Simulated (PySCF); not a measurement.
CuF2, SMILES [F][Cu-][F], charge -1, multiplicity 1.

Coordinates come from a B3LYP-D3(BJ)/def2-TZVPD optimisation. The multiplicity is an assumed one; other spin states were not compared.

Two levels are set side by side: PBE/def2-TZVPD (PySCF) and PBE0/def2-TZVPD (PySCF). Same geometry, gas phase. Differences are taken from unrounded values.

```
quantity                      PBE
---------------------------  ----
orbital gap (eV)             2.98
highest occupied level (eV)  0.41
lowest empty level (eV)      3.39
mean polarisability (bohr³)  43.1
```

These are the PBE values. What does PBE0 give? (The exact figures need the calculation; the answer reports its results.)


```json
[
 {"quantity": "orbital gap (eV)", "PBE0": "5.20", "PBE minus PBE0": "-2.22"},
 {"quantity": "highest occupied level (eV)", "PBE0": "-1.12", "PBE minus PBE0": "1.53"},
 {"quantity": "lowest empty level (eV)", "PBE0": "4.07", "PBE minus PBE0": "-0.69"},
 {"quantity": "mean polarisability (bohr³)", "PBE0": "35.5", "PBE minus PBE0": "7.6"}
]
```

PBE's occupied levels lie high since its potential decays too fast outside the molecule; exact exchange lowers them and widens the gap. Loosely held outer electrons make PBE densities more polarisable. Differences between two approximate levels are no errors against the true value.

Rough cost on one machine, each run with all the roots and properties that it gave: PBE0 against PBE within a factor of 2.
